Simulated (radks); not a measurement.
Valence configurations of neutral tungsten (all share [Xe]). Calculated with a radial shooting solver on a logarithmic mesh with Libxc functionals: Dirac Kohn-Sham, LDA (Slater exchange, Perdew-Wang correlation), spin-unpolarised, spherical densities, finite nucleus; open shells fill j = l - 1/2 first; Fermi nuclear charge, rms radius 5.3658 fm. Energies are relative to 4f14 5d4 6s2; eigenvalues in eV.

| valence | E (eV) | e(4f5/2) | e(4f7/2) | e(5d3/2) | e(5d5/2) | e(6p1/2) |
|---|---|---|---|---|---|---|
| 4f14 5d4 6s2 | 0.000 | -34.045 | -31.804 | -4.852 | - | - |
| 4f14 5d4.5 6s1.5 | 0.905 | -33.075 | -30.835 | -4.247 | -3.560 | - |
| 4f14 5d5 6s1 | 1.948 | -32.213 | -29.973 | -3.714 | -3.057 | - |
| 4f14 5d3 6s2 6p1 | 3.890 | -37.871 | -35.629 | -7.544 | - | -2.779 |
| 4f14 5d6 | 4.374 | -30.816 | -28.576 | -2.876 | -2.274 | - |
| 4f14 5d4 6p2 | 8.373 | -36.560 | -34.319 | -7.051 | - | -2.996 |
| 4f14 5d2 6s2 6p2 | 9.591 | -41.949 | -39.705 | -10.319 | - | -3.660 |
| 4f13 5d5 6s2 | 31.629 | -43.153 | -40.820 | -5.997 | -5.150 | - |
| 4f13 5d4 6s2 6p1 | 35.814 | -46.995 | -44.660 | -8.816 | - | -2.825 |
| 4f12 5d6.5 6s1.5 | 71.566 | -51.501 | -49.075 | -6.311 | -5.371 | - |

NIST lists [Xe] 4f14 5d4 6s2 as the ground configuration; this level of theory agrees among the configurations tried. The energies are those of spherical spin-averaged densities, not of single terms.
